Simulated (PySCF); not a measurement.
C4H9FSi, SMILES [SiH3]C1(F)CCC1. The structure is a stationary point at PBE-D3(BJ)/def2-SVP. This is a generated structure with no PubChem entry under its InChIKey; it may be hypothetical.

These are PBE-D3(BJ)/def2-SVP run with PySCF values and carry that method's errors.

Harmonic wavenumbers (cm⁻¹): 139, 155, 185, 213, 341, 369, 523, 581, 615, 652, 775, 780, 874, 896, 906, 907, 923, 952, 988, 1043, 1093, 1128, 1152, 1191, 1211, 1223, 1231, 1390, 1406, 1430, 2155, 2176, 2185, 2987, 2991, 3009, 3050, 3052, 3073. Rotational constants (GHz): 3.816, 2.364, 1.943; symmetry number 1.

Problem. Work out the zero-point energy and the ideal-gas rigid-rotor harmonic-oscillator thermochemistry at 298.15 K and 1 atm.

Solution. ZPE = ½ Σ hcν = ½ × 49951 cm⁻¹ = 71.41 kcal/mol. H − E(el) = 76.61 kcal/mol. Entropy in cal/(mol K): translation 39.84, rotation 27.31, vibration 15.72, total 82.86. G − E(el) = 51.90 kcal/mol. Cp = 29.69 cal/(mol K). Modes under 150 cm⁻¹ make the vibrational entropy uncertain.
